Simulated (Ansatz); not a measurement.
Geometry optimisation, Ansatz, RKS BLYP-D4/def2-SVP.

The input (input.yaml):

```yaml
crystal:
  periodic: [false, false, false]
  atoms:
    - { symbol: C, position_ang: [-2.4723, -1.0955, 1.2596] }
    - { symbol: C, position_ang: [-1.6434, -0.3948, 0.7551] }
    - { symbol: Ge, position_ang: [-0.2872, 0.6428, -0.031] }
    - { symbol: Al, position_ang: [0.0168, 0.0942, -2.3866] }
    - { symbol: Si, position_ang: [1.7445, 0.152, 1.026] }
    - { symbol: H, position_ang: [-3.2947, -1.6133, 1.6783] }
    - { symbol: H, position_ang: [-0.5514, 2.1508, 0.146] }
    - { symbol: H, position_ang: [-0.12147, 1.29835, -3.45499] }
    - { symbol: H, position_ang: [0.41914, -1.31095, -2.82508] }
    - { symbol: H, position_ang: [1.6309, 0.4889, 2.4958] }
    - { symbol: H, position_ang: [2.031, -1.2718, 0.9101] }
    - { symbol: H, position_ang: [2.8396, 0.9625, 0.4542] }
basis:
  gaussian: { orbitals: def2-SVP }
hamiltonian:
  xc: blyp
  dispersion: d4
relax:
  f_tol: 0.015
  max_steps: 40
```

Command:

```bash
$ ansatz run input.yaml --threads 2 --pin off --max-ram 3072MiB --backend cpu --events-out ev --progress --plain --runs-dir out
```

Question: Where does it end, and by what steps?

Answer: The forces met the threshold. After 8 steps the energy has fallen by 0.260 eV; H9 moved furthest, 0.37 Å.

| step | energy less start (eV) | largest force component (eV/Å) | accepted |
| --- | --- | --- | --- |
| 0 | 0.0000 | 1.857 | yes |
| 1 | -0.2122 | 0.297 | yes |
| 2 | -0.2384 | 0.317 | yes |
| 3 | -0.2452 | 0.185 | yes |
| 4 | -0.2523 | 0.182 | yes |
| 5 | -0.2573 | 0.145 | yes |
| 6 | -0.2590 | 0.046 | yes |
| 7 | -0.2590 | 0.035 | yes |
| 8 | -0.2595 | 0.004 | yes |

```xyz
12
Properties=species:S:1:pos:R:3
C -2.443 -1.084 1.104
C -1.563 -0.336 0.684
Ge -0.151 0.748 -0.070
Al -0.131 0.117 -2.487
Si 1.830 0.187 1.200
H -3.218 -1.732 1.488
H -0.533 2.232 0.225
H -0.319 1.206 -3.639
H 0.070 -1.422 -2.855
H 1.650 0.514 2.653
H 2.111 -1.280 1.054
H 3.008 0.955 0.670
```

Run time: 27 s on 2 threads of INTEL(R) XEON(R) PLATINUM 8581C CPU @ 2.10GHz (Emerald Rapids), with other jobs on the host, peak memory 0.21 GiB.
